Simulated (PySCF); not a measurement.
**Basis-set dependence of population analyses: pyridine-N-oxide**

Species: pyridine-N-oxide, C5H5NO.
Structure used (PBE0-D3(BJ)/def2-SVP), in Å, numbered top down from 1:
```
atom  x, y, z in Å
O1     2.3901   -0.8231    0.0263
N2     1.2144   -0.4032   -0.0090
C3     0.1550   -1.2733   -0.0346
C4    -1.1505   -0.8236   -0.0768
C5    -1.4315    0.5418   -0.0942
C6    -0.3496    1.4206   -0.0662
C7     0.9454    0.9412   -0.0241
H8     0.4555   -2.3202   -0.0188
H9    -1.9511   -1.5658   -0.0965
H10   -2.4580    0.9083   -0.1286
H11   -0.4992    2.5022   -0.0772
H12    1.8409    1.5610   -0.0004
```

PBE0 throughout (PySCF), one geometry, spherical d and f functions. Isolated species at its PBE0-D3(BJ)/def2-SVP geometry, gas phase. Atoms taken as equivalent share a column and are averaged. The first 7 of 8 kinds of atom are listed.

Mulliken charges (e):

```json
{"basis": "STO-3G", "functions": "40", "O1": "-0.181", "N2": "-0.017", "C3/C7": "-0.021", "C4/C6": "-0.080", "C5": "-0.105", "H8/H12": "+0.108", "H9/H11": "+0.099"}
{"basis": "pcSseg-0", "functions": "73", "O1": "-0.412", "N2": "-0.369", "C3/C7": "+0.139", "C4/C6": "-0.298", "C5": "-0.210", "H8/H12": "+0.270", "H9/H11": "+0.259"}
{"basis": "6-31G", "functions": "73", "O1": "-0.455", "N2": "-0.273", "C3/C7": "+0.138", "C4/C6": "-0.216", "C5": "-0.146", "H8/H12": "+0.224", "H9/H11": "+0.197"}
{"basis": "6-31G*", "functions": "108", "O1": "-0.519", "N2": "+0.022", "C3/C7": "+0.032", "C4/C6": "-0.217", "C5": "-0.147", "H8/H12": "+0.218", "H9/H11": "+0.195"}
{"basis": "cc-pVDZ", "functions": "123", "O1": "-0.382", "N2": "+0.020", "C3/C7": "+0.160", "C4/C6": "-0.082", "C5": "+0.039", "H8/H12": "+0.046", "H9/H11": "+0.029"}
{"basis": "def2-SVP", "functions": "123", "O1": "-0.390", "N2": "+0.066", "C3/C7": "+0.087", "C4/C6": "-0.047", "C5": "-0.003", "H8/H12": "+0.057", "H9/H11": "+0.048"}
{"basis": "pcSseg-1", "functions": "144", "O1": "-0.438", "N2": "-0.153", "C3/C7": "+0.217", "C4/C6": "-0.200", "C5": "-0.036", "H8/H12": "+0.122", "H9/H11": "+0.120"}
{"basis": "aug-cc-pVDZ", "functions": "206", "O1": "-0.864", "N2": "+0.193", "C3/C7": "+0.431", "C4/C6": "+0.963", "C5": "+0.452", "H8/H12": "-0.485", "H9/H11": "-0.540"}
{"basis": "6-311+G(2d,p)", "functions": "219", "O1": "-0.317", "N2": "+0.109", "C3/C7": "-0.183", "C4/C6": "-0.022", "C5": "-0.054", "H8/H12": "+0.152", "H9/H11": "+0.124"}
{"basis": "def2-TZVP", "functions": "247", "O1": "-0.477", "N2": "+0.318", "C3/C7": "-0.127", "C4/C6": "-0.073", "C5": "-0.162", "H8/H12": "+0.155", "H9/H11": "+0.138"}
{"basis": "cc-pVTZ", "functions": "280", "O1": "-0.421", "N2": "+0.243", "C3/C7": "-0.076", "C4/C6": "-0.116", "C5": "-0.123", "H8/H12": "+0.145", "H9/H11": "+0.135"}
{"basis": "IGLO-III", "functions": "295", "O1": "-0.322", "N2": "+0.128", "C3/C7": "-0.083", "C4/C6": "-0.068", "C5": "-0.114", "H8/H12": "+0.141", "H9/H11": "+0.113"}
{"basis": "pcSseg-2", "functions": "322", "O1": "-0.503", "N2": "+0.126", "C3/C7": "+0.106", "C4/C6": "-0.059", "C5": "+0.016", "H8/H12": "+0.072", "H9/H11": "+0.040"}
```

IAO charges (e):

```json
{"basis": "STO-3G", "functions": "40", "O1": "-0.227", "N2": "+0.167", "C3/C7": "-0.125", "C4/C6": "-0.136", "C5": "-0.168", "H8/H12": "+0.153", "H9/H11": "+0.151"}
{"basis": "pcSseg-0", "functions": "73", "O1": "-0.449", "N2": "+0.250", "C3/C7": "-0.097", "C4/C6": "-0.149", "C5": "-0.171", "H8/H12": "+0.181", "H9/H11": "+0.169"}
{"basis": "6-31G", "functions": "73", "O1": "-0.477", "N2": "+0.265", "C3/C7": "-0.102", "C4/C6": "-0.147", "C5": "-0.170", "H8/H12": "+0.187", "H9/H11": "+0.172"}
{"basis": "6-31G*", "functions": "108", "O1": "-0.502", "N2": "+0.301", "C3/C7": "-0.096", "C4/C6": "-0.143", "C5": "-0.165", "H8/H12": "+0.179", "H9/H11": "+0.165"}
{"basis": "cc-pVDZ", "functions": "123", "O1": "-0.493", "N2": "+0.301", "C3/C7": "-0.099", "C4/C6": "-0.146", "C5": "-0.170", "H8/H12": "+0.180", "H9/H11": "+0.167"}
{"basis": "def2-SVP", "functions": "123", "O1": "-0.494", "N2": "+0.300", "C3/C7": "-0.095", "C4/C6": "-0.143", "C5": "-0.166", "H8/H12": "+0.176", "H9/H11": "+0.164"}
{"basis": "pcSseg-1", "functions": "144", "O1": "-0.506", "N2": "+0.298", "C3/C7": "-0.096", "C4/C6": "-0.147", "C5": "-0.169", "H8/H12": "+0.182", "H9/H11": "+0.168"}
{"basis": "aug-cc-pVDZ", "functions": "206", "O1": "-0.533", "N2": "+0.308", "C3/C7": "-0.093", "C4/C6": "-0.149", "C5": "-0.168", "H8/H12": "+0.186", "H9/H11": "+0.171"}
{"basis": "6-311+G(2d,p)", "functions": "219", "O1": "-0.533", "N2": "+0.306", "C3/C7": "-0.092", "C4/C6": "-0.149", "C5": "-0.168", "H8/H12": "+0.185", "H9/H11": "+0.171"}
{"basis": "def2-TZVP", "functions": "247", "O1": "-0.527", "N2": "+0.307", "C3/C7": "-0.093", "C4/C6": "-0.149", "C5": "-0.169", "H8/H12": "+0.184", "H9/H11": "+0.170"}
{"basis": "cc-pVTZ", "functions": "280", "O1": "-0.520", "N2": "+0.307", "C3/C7": "-0.095", "C4/C6": "-0.149", "C5": "-0.170", "H8/H12": "+0.184", "H9/H11": "+0.170"}
{"basis": "IGLO-III", "functions": "295", "O1": "-0.531", "N2": "+0.305", "C3/C7": "-0.092", "C4/C6": "-0.150", "C5": "-0.169", "H8/H12": "+0.186", "H9/H11": "+0.171"}
{"basis": "pcSseg-2", "functions": "322", "O1": "-0.528", "N2": "+0.306", "C3/C7": "-0.093", "C4/C6": "-0.149", "C5": "-0.169", "H8/H12": "+0.185", "H9/H11": "+0.171"}
```

Question: Which scheme is steadiest as the basis changes?

Answer: Largest range over the bases for any column: IAO 0.31 e, Mulliken 1.26 e. IAO charges move least and Mulliken charges most, counted in e. Without the minimal STO-3G basis the ranges are IAO 0.08, Mulliken 1.26 e.

Question: How much do the charges still move between the two largest bases, IGLO-III and pcSseg-2?

Answer: At most, over all atoms: Mulliken 0.188 e, IAO 0.003 e.

Question: What do the same runs give for the total energy, the frontier levels and the dipole moment?

Answer: 
```tsv
basis	energy (Eh)	HOMO (eV)	LUMO (eV)	μ (D)
STO-3G	-318.9682	-3.33	1.96	1.90
pcSseg-0	-322.3285	-6.30	-1.19	3.87
6-31G	-322.9809	-6.08	-0.90	4.06
6-31G*	-323.0732	-6.06	-0.80	3.77
cc-pVDZ	-323.1034	-6.15	-0.96	3.62
def2-SVP	-322.8439	-6.24	-1.07	3.73
pcSseg-1	-323.0423	-6.37	-1.21	3.86
aug-cc-pVDZ	-323.1252	-6.43	-1.30	3.99
6-311+G(2d,p)	-323.1718	-6.44	-1.31	4.06
def2-TZVP	-323.1999	-6.39	-1.23	3.94
cc-pVTZ	-323.1893	-6.33	-1.15	3.83
IGLO-III	-323.2043	-6.42	-1.29	3.98
pcSseg-2	-323.1990	-6.43	-1.30	4.01
```

The dipole is fixed by the density alone, so its range of 2.16 D shows that the density itself changes with the basis, not only its division among atoms.
